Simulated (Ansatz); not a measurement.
Mulliken charges of C₂H₅NSi (`[SiH3]C1C=N1`) from PBE/def2-TZVPP in Ansatz (PBE0-D4/def2-TZVP geometry).

```json
{"atom": "Si1", "x (Å)": "-0.493", "y (Å)": "0.905", "z (Å)": "-0.753", "charge (e)": "0.226"}
{"atom": "C2", "x (Å)": "0.326", "y (Å)": "-0.645", "z (Å)": "-0.106", "charge (e)": "-0.107"}
{"atom": "C3", "x (Å)": "0.443", "y (Å)": "-0.961", "z (Å)": "1.307", "charge (e)": "-0.042"}
{"atom": "N4", "x (Å)": "1.516", "y (Å)": "-0.495", "z (Å)": "0.892", "charge (e)": "-0.147"}
{"atom": "H5", "x (Å)": "-1.834", "y (Å)": "0.573", "z (Å)": "-1.309", "charge (e)": "-0.058"}
{"atom": "H6", "x (Å)": "-0.648", "y (Å)": "1.871", "z (Å)": "0.366", "charge (e)": "-0.057"}
{"atom": "H7", "x (Å)": "0.320", "y (Å)": "1.521", "z (Å)": "-1.834", "charge (e)": "-0.050"}
{"atom": "H8", "x (Å)": "0.447", "y (Å)": "-1.475", "z (Å)": "-0.804", "charge (e)": "0.079"}
{"atom": "H9", "x (Å)": "0.011", "y (Å)": "-1.341", "z (Å)": "2.224", "charge (e)": "0.156"}
```

**Question.** By hand: the dipole of these point charges (1 e Å = 4.8032 D).

**Answer.** Σ q r = (-0.223, -0.155, 0.085) e Å, of length 0.285 e Å = 1.37 D.

**Question.** How does the dipole of the full density compare? (An estimate is asked.)

**Answer.** Ansatz gave: (-0.320, -0.250, 0.132) e Å, 2.05 D; the point charges give 0.67 times that, at 3° from its direction.

Point charges leave out the atoms' own dipoles, such as those of lone pairs, and Mulliken's split depends on the basis, so the two needn't agree.
